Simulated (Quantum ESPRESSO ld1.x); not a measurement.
Values are calculated unless marked as measured or tabulated.
Task: All-electron atom: a nucleus of charge 67.3 with 67 electrons in [Xe] 4f11 6s2. Code: ld1.x of Quantum ESPRESSO 7.5. Model: scalar-relativistic Kohn-Sham, LDA (Slater exchange, Perdew-Wang correlation), spin-polarised, spherical densities, point nucleus; open shells are filled with parallel spins first. Some entries of the table are withheld. Estimate them.

orbital  occ.  eigenvalue (eV)  <1/r> (bohr^-1)
1s up       1         -56012.9            76.46
1s down     1         -56012.9            76.46
2s up       1         -9385.99            17.79
2s down     1         -9385.93            17.79
2p up       3         -8314.81            16.47
2p down     3         -8314.77            16.47
3s up       1         -2101.83            6.550
3s down     1         -2100.54            6.553
3p up       3         -1774.99            6.129
3p down     3         -1773.70            6.131
3d up       5         -1361.06            5.813
3d down     5         -1360.06            5.816
4s up       1         -419.006            2.770
4s down     1         -416.365            2.770
4p up       3         -311.363            2.537
4p down     3         -308.766            2.536
4d up       5         -166.324            2.239
4d down     5         -163.793            2.237
5s up       1         -55.1089            1.054
5s down     1         -53.8866            1.047
5p up       3         -29.8919              (1)
5p down     3         -29.0049              (2)
4f up       7              (3)            1.642
4f down     4              (4)            1.616
6s up       1              (5)           0.3348
6s down     1              (6)           0.3316

Result: 
(1) 5p up <1/r> (bohr^-1): 0.8753
(2) 5p down <1/r> (bohr^-1): 0.8660
(3) 4f up eigenvalue (eV): -8.4325
(4) 4f down eigenvalue (eV): -6.2422
(5) 6s up eigenvalue (eV): -5.8791
(6) 6s down eigenvalue (eV): -5.7865
